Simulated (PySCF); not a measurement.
From one molecule to another.

First species: C5H5F3Ge.
Atom-mapped SMILES: `[F:1][C:2]([F:3])([F:4])[C:5]1=[CH:6][GeH2:7][CH:8]=[CH:9]1` (hydrogens: H10 on C6; H11, H12 on Ge7; H13 on C8; H14 on C9)

Geometry (PBE0-D3(BJ)/def2-SVP, Å), atoms numbered from 1 in this order:
```xyz
14
C5H5F3Ge angstrom
F      2.6553    1.2374    0.0698
C      2.0770    0.1041   -0.3240
F      2.6837   -0.9058    0.3110
F      2.3299   -0.0501   -1.6299
C      0.5988    0.0893   -0.0641
C     -0.0691    1.1151    0.4949
Ge    -1.9408    0.5842    0.5987
C     -1.4871   -1.1222   -0.2159
C     -0.1626   -1.1220   -0.4527
H      0.4296    2.0329    0.8091
H     -2.4682    0.4879    2.0396
H     -2.8796    1.4632   -0.2433
H     -2.1309   -1.9646   -0.4742
H      0.3679   -1.9623   -0.9127
```

Second species: C6H14P2.
InChI=1S/C6H14P2/c1-5-8(6-2)7(3)4/h5H,1,6H2,2-4H3

Levels: B3LYP/def2-SVPD for dipole moment, HOMO energy, LUMO energy, HOMO–LUMO gap, static isotropic polarisability and electronic spatial extent ⟨r²⟩ about the centre of nuclear charge; TDDFT B3LYP/def2-SVPD for lowest singlet excitation; TDA B3LYP/def2-SVPD for lowest triplet excitation (Tamm–Dancoff); ΔSCF B3LYP/def2-SVPD for vertical ionisation energy; PBE0-D3(BJ)/def2-SVP for rotational constant A and rotational constant C. Geometries: PBE0-D3(BJ)/def2-SVP. Each species is one conformer at its optimised geometry, gas phase, non-relativistic unless stated. Electronic properties by PySCF.

The conformers computed, where there is a choice (atom-mapped SMILES and torsion angles):
- `[F:1][C:2]([F:3])([F:4])[C:5]1=[CH:6][GeH2:7][CH:8]=[CH:9]1`: F1–C2–C5–C6 1°
- `[CH2:1]=[CH:2][P:3]([CH2:4][CH3:5])[P:6]([CH3:7])[CH3:8]`: C1–C2–P3–C4 -146°, C2–P3–C4–C5 74°, C2–P3–P6–C7 -178°

Values for the first species:

- Dipole moment: 2.49 D
- HOMO energy: -7.17 eV
- LUMO energy: -2.18 eV
- HOMO–LUMO gap: 4.99 eV
- Lowest singlet excitation: 4.50 eV
- Lowest triplet excitation (Tamm–Dancoff): 2.82 eV
- Static isotropic polarisability: 88.2 au
- Vertical ionisation energy: 9.25 eV
- Electronic spatial extent ⟨r²⟩ about the centre of nuclear charge: 1820 bohr²
- Rotational constant A: 2.840 GHz
- Rotational constant C: 0.549 GHz

(1) Estimate the same properties for the second species, and the change in each.

Answers

(1) 
```json
{"property": "dipole moment", "first": "2.49 D", "second": "0.08 D", "second less first": "-2.41 D"}
{"property": "HOMO energy", "first": "-7.17 eV", "second": "-5.80 eV", "second less first": "+1.37 eV"}
{"property": "LUMO energy", "first": "-2.18 eV", "second": "-0.72 eV", "second less first": "+1.46 eV"}
{"property": "HOMO–LUMO gap", "first": "4.99 eV", "second": "5.08 eV", "second less first": "+0.09 eV"}
{"property": "lowest singlet excitation", "first": "4.50 eV", "second": "4.19 eV", "second less first": "-0.31 eV"}
{"property": "lowest triplet excitation (Tamm–Dancoff)", "first": "2.82 eV", "second": "3.78 eV", "second less first": "+0.96 eV"}
{"property": "static isotropic polarisability", "first": "88.2 au", "second": "134.4 au", "second less first": "+46.2 au"}
{"property": "vertical ionisation energy", "first": "9.25 eV", "second": "7.65 eV", "second less first": "-1.60 eV"}
{"property": "electronic spatial extent ⟨r²⟩ about the centre of nuclear charge", "first": "1820 bohr²", "second": "1696 bohr²", "second less first": "-124 bohr²"}
{"property": "rotational constant A", "first": "2.840 GHz", "second": "1.711 GHz", "second less first": "-1.129 GHz"}
{"property": "rotational constant C", "first": "0.549 GHz", "second": "0.734 GHz", "second less first": "+0.185 GHz"}
```

On the first: S1 lies 0.49 eV below the HOMO–LUMO gap; its leading configuration is HOMO→LUMO, weight 0.97. The vertical singlet–triplet gap S1 − T1 is 1.68 eV (TDDFT singlet less Tamm–Dancoff triplet; S1: HOMO→LUMO, weight 0.97; T1: HOMO→LUMO, weight 0.96). The calculation is non-relativistic and has no spin–orbit coupling, an omission that weighs most on germanium.

On the second: S1 lies 0.89 eV below the HOMO–LUMO gap; its leading configuration is HOMO→LUMO, weight 0.98. The ΔSCF ionisation energy exceeds −ε(HOMO) by 1.85 eV with B3LYP.
